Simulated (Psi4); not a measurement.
chlorobenzene (C$_{6}$H$_{5}$Cl), singlet, at a GFN2-xTB geometry; TPSS/STO-3G run with Psi4 1.11.

Here is a job for Psi4.
```
memory 2 GB

molecule mol {
0 1
  Cl    2.230833    0.178301    0.001666
  C     0.505653    0.040415    0.000378
  C    -0.270115    1.188040    0.019311
  C    -1.649225    1.070452    0.018162
  C    -2.244936   -0.179428   -0.001677
  C    -1.458233   -1.318817   -0.020483
  C    -0.077952   -1.215859   -0.019571
  H     0.201293    2.158229    0.034705
  H    -2.258747    1.961460    0.032865
  H    -3.320984   -0.265432   -0.002481
  H    -1.918469   -2.295326   -0.035985
  H     0.541595   -2.098853   -0.034150
}

set basis sto-3g
set reference rks
set puream true

energy('tpss')
print_variables()
```

The log (banner, timings and long lists left out):

```
   => Loading Basis Set <=

    Name: STO-3G
    Role: ORBITAL
    Keyword: BASIS

         ---------------------------------------------------------
                                   SCF
               by Justin Turney, Rob Parrish, Andy Simmonett
                          and Daniel G. A. Smith
                              RKS Reference
         ---------------------------------------------------------

  ==> Geometry <==

    Molecular point group: c1
    Full point group: C1

    Geometry (in Angstrom), charge = 0, multiplicity = 1:

       Center              X                  Y                   Z               Mass
    ------------   -----------------  -----------------  -----------------  -----------------
         CL           2.151697547582     0.171975821128     0.001606962924    34.968852682000
         C            0.426517547582     0.034089821128     0.000318962924    12.000000000000
         C           -0.349250452418     1.181714821128     0.019251962924    12.000000000000
         C           -1.728360452418     1.064126821128     0.018102962924    12.000000000000
         C           -2.324071452418    -0.185753178872    -0.001736037076    12.000000000000
         C           -1.537368452418    -1.325142178872    -0.020542037076    12.000000000000
         C           -0.157087452418    -1.222184178872    -0.019630037076    12.000000000000
         H            0.122157547582     2.151903821128     0.034645962924     1.007825032230
         H           -2.337882452418     1.955134821128     0.032805962924     1.007825032230
         H           -3.400119452418    -0.271757178872    -0.002540037076     1.007825032230
         H           -1.997604452418    -2.301651178872    -0.036044037076     1.007825032230
         H            0.462459547582    -2.105178178872    -0.034209037076     1.007825032230

  Running in c1 symmetry.

  Rotational constants: A =      0.19207  B =      0.05306  C =      0.04157 [cm^-1]
  Rotational constants: A =   5758.17307  B =   1590.55230  C =   1246.29442 [MHz]
  Nuclear repulsion =  317.505072523960735

  Charge       = 0
  Multiplicity = 1
  Electrons    = 58
  Nalpha       = 29
  Nbeta        = 29

  ==> Algorithm <==

  SCF Algorithm Type is DF.
  DIIS enabled.
  MOM disabled.
  Fractional occupation disabled.
  Guess Type is SAD.
  Energy threshold   = 1.00e-06
  Density threshold  = 1.00e-06
  Integral threshold = 1.00e-12

  ==> Primary Basis <==

  Basis Set: STO-3G
    Blend: STO-3G
[...]
   @DF-RKS iter   3:  -684.11275858053273   -7.54345e-02   9.90429e-04 DIIS/ADIIS
   @DF-RKS iter   4:  -684.11426418336328   -1.50560e-03   2.92089e-04 DIIS/ADIIS
   @DF-RKS iter   5:  -684.11436369076978   -9.95074e-05   1.34307e-04 DIIS/ADIIS
   @DF-RKS iter   6:  -684.11438768495486   -2.39942e-05   1.66240e-05 DIIS
   @DF-RKS iter   7:  -684.11438799169014   -3.06735e-07   5.33372e-06 DIIS
   @DF-RKS iter   8:  -684.11438802809619   -3.64060e-08   1.58110e-07 DIIS
  Energy and wave function converged.

  ==> Post-Iterations <==

   Electrons on quadrature grid:
      Ntotal   =   58.0000024835 ; deviation = 2.484e-06

    Orbital Energies [Eh]
    ---------------------

    Doubly Occupied:

[...]
    Virtual:

[...]
    Final Occupation by Irrep:
              A
    DOCC [    29 ]
    NA   [    29 ]
    NB   [    29 ]

  @DF-RKS Final Energy:  -684.11438802809619

   => Energetics <=

    Nuclear Repulsion Energy =            317.5050725239607345
    One-Electron Energy =               -1568.0501796445548734
    Two-Electron Energy =                 629.1451309910822829
    DFT Exchange-Correlation Energy =     -62.7144118985842951
    Empirical Dispersion Energy =           0.0000000000000000
    VV10 Nonlocal Energy =                  0.0000000000000000
    Total Energy =                       -684.1143880280961866

Computation Completed

Properties will be evaluated at   0.000000,   0.000000,   0.000000 [a0]

Properties computed using the SCF density matrix

 Multipole Moments:

 ------------------------------------------------------------------------------------
     Multipole            Electronic (a.u.)      Nuclear  (a.u.)        Total (a.u.)
 ------------------------------------------------------------------------------------

 L = 1.  Multiply by 2.5417464519 to convert [e a0] to [Debye]
 Dipole X            :          7.9257595           -8.6735694           -0.7478098
 Dipole Y            :          0.6334717           -0.6932411           -0.0597693
 Dipole Z            :          0.0059198           -0.0064783           -0.0005584
 Magnitude           :                                                    0.7501948

 ------------------------------------------------------------------------------------

  Variable Map:
  ----------------------------------------------------------------------------
[...]
  Array Variable Map:
  ----------------------------------------------------------------------------
[...]
[...]
```
